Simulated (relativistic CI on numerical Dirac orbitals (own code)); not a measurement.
**Slater and spin-orbit integrals, Au33+**

Method of calculation: Dirac-Coulomb-Breit CI, orbitals from a KLI potential per configuration, a model potential for QED, unscaled Slater integrals (own radial code, finite nucleus).

Slater integrals F^k, G^k are unscaled and averaged over j, outside the closed core [Ar] 3d10; ζ comes from projecting the Hamiltonian with its Breit term on Σ l·s of the shell.

- 4s2.4p6.4d9.4f: ζ(4d) = 75212, F^2(4d,4f) = 249490, F^4(4d,4f) = 162440, G^1(4d,4f) = 259800, G^3(4d,4f) = 178150, G^5(4d,4f) = 130600, ζ(4f) = 13551 cm⁻¹; <r>(4d) = 0.4037, <r^2>(4d) = 0.1865, <r>(4f) = 0.3824, <r^2>(4f) = 0.1666 (bohr units).
- 4s2.4p5.4d10.4f: ζ(4p) = 626130, F^2(4p,4f) = 254520, G^2(4p,4f) = 205480, G^4(4p,4f) = 149930, ζ(4f) = 13506 cm⁻¹; <r>(4p) = 0.3982, <r^2>(4p) = 0.1797, <r>(4f) = 0.3824, <r^2>(4f) = 0.1667 (bohr units).
- 4s.4p6.4d10.4f: G^3(4s,4f) = 182130, ζ(4f) = 13665 cm⁻¹; <r>(4s) = 0.3831, <r^2>(4s) = 0.1652, <r>(4f) = 0.3822, <r^2>(4f) = 0.1665 (bohr units).

Averages of the first 10 configurations, taken without configuration mixing, which lowers the lowest level and can move excited configurations by several eV; other configurations of the list can lie among them:

```tsv
Configuration	Parity	States	Average energy above the lowest level (eV)
4s2.4p6.4d10	even	1	0.1
4s2.4p6.4d9.4f	odd	140	238.4
4s2.4p5.4d10.4f	even	84	492.5
4s.4p6.4d10.4f	odd	28	692.5
4s2.4p6.4d9.5s	even	20	465.4
4s2.4p6.4d9.5p	odd	60	546.5
4s2.4p6.4d9.5d	even	100	649.6
4s2.4p5.4d10.5s	odd	12	720.5
4p6.4d10.4f2	even	91	1387.7
4p6.4d9.4f3	odd	3640	1626.6
```
